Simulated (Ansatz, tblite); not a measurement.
Removing and adding an electron: Be₂S₂. Charge 0, multiplicity 1. Geometry: PBE-D4/def2-TZVP. Ansatz, gas phase; energy differences of separate SCF runs; the oxidised species was run as a doublet alone; the reduced species was run as a doublet alone.

Cartesian coordinates in Å:
```
Be -0.105 0.845 -0.470
Be 0.105 -0.845 0.470
S -1.496 -0.495 -0.558
S 1.496 0.495 0.558
```

The xTB rows come from tblite. Correlated methods freeze 10 core orbitals. The structure comes from a short search, and lower isomers may exist.

```
               level  −HOMO (eV)  vertical IE (eV)  −LUMO (eV)  vertical EA (eV)  HOMO–LUMO gap (eV)  IE − EA (eV)                                     remarks
            GFN1-xTB        9.55             13.17        8.27              4.83                1.28          8.34                                           –
            GFN2-xTB       10.73             13.91        8.24              5.06                2.50          8.85                                           –
       HF/def2-TZVPD           –                 –           –              0.74                   –             –                                           –
       HF/def2-TZVPP           –              8.16           –                 –                   –             –  spin-contaminated (⟨S²⟩ 0.89) (+1 doublet)
    PBE-D4/def2-TZVP        5.80              8.77        3.56                 –                2.24             –                                           –
   PBE-D4/def2-TZVPD        5.87                 –        3.60              1.55                2.27             –                HOMO above zero (-1 doublet)
 r2SCAN-D4/def2-TZVP        6.02              8.84        3.16                 –                2.86             –                                           –
r2SCAN-D4/def2-TZVPD        6.08                 –        3.20              1.56                2.88             –                HOMO above zero (-1 doublet)
   PBE0-D4/def2-TZVP        6.87              8.92        2.80                 –                4.08             –                                           –
  PBE0-D4/def2-TZVPD        6.93                 –        2.84              1.47                4.10             –                HOMO above zero (-1 doublet)
      MP2/def2-TZVPD           –                 –           –              1.28                   –             –                                           –
      MP2/def2-TZVPP           –              9.24           –                 –                   –             –  spin-contaminated (⟨S²⟩ 0.89) (+1 doublet)
     CCSD/def2-TZVPD           –                 –           –              1.26                   –             –                                           –
     CCSD/def2-TZVPP           –              8.94           –                 –                   –             –  spin-contaminated (⟨S²⟩ 0.89) (+1 doublet)
  CCSD(T)/def2-TZVPD           –                 –           –              1.34                   –             –                                           –
  CCSD(T)/def2-TZVPP           –              8.97           –                 –                   –             –  spin-contaminated (⟨S²⟩ 0.89) (+1 doublet)
```

   A HOMO above zero means that the electron is unbound at that level or that self-interaction error raises the level; the energy of removing that electron tells which. Raw xTB energy differences between charge states are shifted by several eV; the methods need an empirical correction for them.
